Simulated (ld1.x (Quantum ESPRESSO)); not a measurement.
## Configuration tests for rhodium (TM)

```
Element                 : rhodium
Generator               : ld1.x (Quantum ESPRESSO) 7.5
Type                    : norm-conserving Troullier–Martins (Kleinman–Bylander form)
Functional              : PBEsol
Relativity              : scalar-relativistic
Frozen core             : [Kr]
Valence charge          : 9
Reference configuration : 4d8 5s0.5 5p0 (charge +0.5)
Partial waves           : 5s (bound): rc 2.30 bohr; 4d (bound): rc 1.85 bohr; 5p (bound, empty): rc 3.55 bohr
Local potential         : the p channel
Core correction         : Bessel-smoothed model core inside 1.10 bohr
```

Energies are relative to the spin-unpolarised reference configuration 4d8 5s0.5 5p0; without spin polarisation the order of configurations can differ from experiment.

(1) Give the all-electron excitation energy and the error of the potential for: 4d8 5s1 5p0; 4d8 5s0 5p0; 4d7 5s0 5p0; 4d8.5 5s0.5 5p0; 4d8 5s0 5p1; 4d7 5s1 5p0; 4d5 5s0 5p0.

Results:

(1)

```tsv
valence configuration	charge	ΔE all-electron (eV)	error AE − PS (meV)
4d8 5s1 5p0	0	-2.928	-1.6
4d8 5s0 5p0	+1	4.534	-5.3
4d7 5s0 5p0	+2	24.043	-209
4d8.5 5s0.5 5p0	0	-3.557	-24
4d8 5s0 5p1	0	0.737	-0.5
4d7 5s1 5p0	+1	8.214	-144
4d5 5s0 5p0	+4	103.460	-2415
```
